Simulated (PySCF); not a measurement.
Mo(NH)(F)2(OH)2 (F2H3MoNO2), SMILES [NH]=[Mo]([OH])([OH])([F])[F], multiplicity 1.

Geometry: PBE-D3(BJ)/def2-SVP. The multiplicity is an assumed one; no other spin state was optimised. The structure was generated by enumeration; whether it is a known compound was not checked. The def2 effective core potentials stand for the cores of Mo; spin–orbit coupling is left out. One conformer was computed; it need not be the lowest.

Computed with PBE-D3(BJ)/def2-SVP (PySCF).

Frequencies are harmonic and unscaled.

```tsv
mode	ν (cm⁻¹)	IR (km/mol)	moving atoms (share of kinetic energy)
1	103	3.9	O 52 %, F 40 %
2	161	38.5	H 58 %, O 12 %, F 12 %, Mo 10 %, N 9 %
3	211	18.0	F 56 %, O 17 %, N 10 %, H 10 %
4	239	30.8	O 36 %, F 27 %, H 20 %, N 16 %
5	257	1.0	N 26 %, F 25 %, Mo 21 %, O 16 %, H 13 %
6	264	5.4	F 25 %, O 21 %, Mo 20 %, N 17 %, H 17 %
7	300	15.4	H 45 %, O 25 %, F 17 %
8	345	17.7	O 45 %, F 30 %, H 22 %
9	386	120.0	H 78 %, O 11 %
10	493	232.1	H 84 %, N 11 %
11	530	86.5	H 60 %, N 33 %
12	569	17.7	F 70 %, O 27 %
13	621	75.5	H 55 %, O 28 %, F 9 %
14	632	256.8	O 33 %, H 31 %, F 26 %, Mo 9 %
15	681	111.3	F 47 %, O 41 %, Mo 11 %
16	712	210.2	H 40 %, O 30 %, F 14 %, Mo 14 %
17	734	29.9	H 46 %, O 30 %, Mo 20 %
18	1025	89.1	N 78 %, Mo 15 %
19	3537	218.4	H 92 %
20	3706	146.2	H 94 %
21	3732	198.3	H 94 %
```
